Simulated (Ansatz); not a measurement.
System: sum formula BBrF₂, charge 0, multiplicity 1. 
Coordinates optimised at B3LYP-D3(BJ)/def2-TZVP (Ansatz, a first-principles code):
```
B
F 1 1.3132
F 1 1.3132 2 119.20
Br 1 1.9136 2 120.40 3 -180.00
```

Quantity: vertical triplet-singlet gap (E(triplet) - E(singlet); each state is the SCF solution reached for its spin), in kcal/mol. Cores are frozen in the correlated levels unless marked. Open shells are spin-unrestricted. No spin-orbit coupling. Frozen are the shells of the preceding noble gas and the d and f shells that filled before the atom's block. No relativistic terms. Basis-set limits of correlation are two-point, X^-3; Hartree-Fock from the larger set. [CCSD(T)-MP2]/basis is that difference in the basis named.

```
level               program  vertical triplet-singlet gap (kcal/mol)
------------------  -------  ---------------------------------------
BHLYP/def2-TZVPD     Ansatz                                    164.6
wB97M-V/def2-TZVPD   Ansatz                                    167.2
MP2/aug-cc-pVDZ      Ansatz                                    173.9
RI-MP2/aug-cc-pVTZ   Ansatz                                    172.2
```

Problem. What does RI-MP2/CBS(aug-cc-pVTZ,aug-cc-pVQZ)+[CCSD(T)-MP2]/aug-cc-pVTZ (Ansatz) give?

Solution. 169.5 kcal/mol
